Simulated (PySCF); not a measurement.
CHAlF₄O, SMILES F[C](F)(F)[Al]([OH])[F].

The structure is a stationary point at PBE-D3(BJ)/def2-SVP. The structure was generated by enumeration; whether it is a known compound was not checked. The values are those of a single conformer.

The numbers are results of PBE-D3(BJ)/def2-SVP (PySCF), not measurements.

Frequencies are harmonic and unscaled.

**Question.** Estimate the vibrational spectrum. (The exact figures need the calculation; the answer reports its results.)

**Answer.** 
| mode | ν (cm⁻¹) | IR (km/mol) | moving atoms (share of kinetic energy) |
|---|---|---|---|
| 1 | 5 | 0.1 | F 71 %, O 27 % |
| 2 | 101 | 1.8 | F 69 %, O 21 % |
| 3 | 113 | 3.1 | F 78 % |
| 4 | 191 | 20.6 | F 53 %, O 34 %, H 10 % |
| 5 | 235 | 1.9 | F 69 %, Al 13 %, O 9 % |
| 6 | 279 | 38.9 | Al 64 %, F 25 % |
| 7 | 357 | 133.8 | H 88 %, O 11 % |
| 8 | 363 | 54.5 | Al 42 %, F 39 %, O 9 %, H 9 % |
| 9 | 497 | 1.0 | F 91 % |
| 10 | 499 | 0.1 | F 92 % |
| 11 | 541 | 131.4 | H 69 %, O 25 % |
| 12 | 695 | 17.0 | F 83 %, C 12 % |
| 13 | 803 | 127.3 | F 41 %, Al 34 %, O 18 % |
| 14 | 941 | 85.1 | Al 50 %, O 27 %, F 19 % |
| 15 | 1056 | 210.6 | C 70 %, F 30 % |
| 16 | 1085 | 232.6 | C 71 %, F 28 % |
| 17 | 1170 | 132.3 | C 75 %, F 22 % |
| 18 | 3819 | 101.5 | H 94 % |
